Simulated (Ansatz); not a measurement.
Reactions of `C=C[Si](Cl)(Cl)Cl`.

Computed with Ansatz on PBE0-D4/def2-TZVP structures; ΔE is electronic, products minus reactants. CCSD(T)/CBS adds triple-zeta CCSD(T) − MP2 to the extrapolated MP2 energy (def2 sets, frozen cores). This one scheme is used for every species. def2 core potentials past Kr. For Br, I, Te outer-core shells are correlated without core-valence functions, which leaves a few kJ/mol of doubt a bond. Scalar relativity is left out up to krypton. One conformer a species, not always the lowest.

Q: Order these by ΔE at CCSD(T)/CBS, lowest first. (An estimate is asked.)
A. `C=C[Si](Cl)(Cl)Cl` + HI → `Cl[Si](Cl)(Cl)I` + `C=C`
B. `C=C[Si](Cl)(Cl)Cl` + H₂Te → `Cl[Si](Cl)(Cl)[TeH]` + `C=C`
C. `C=C[Si](Cl)(Cl)Cl` + HBr → `Cl[Si](Cl)(Cl)Br` + `C=C`
D. `C=C[Si](Cl)(Cl)Cl` + H₂S → `C=CS` + `Cl[SiH](Cl)Cl`

A: C (-70.3 kJ/mol), A (-61.5 kJ/mol), B (-42.8 kJ/mol), D (+55.7 kJ/mol).

Largest T1 diagnostic: 0.012, for `C=CS`.
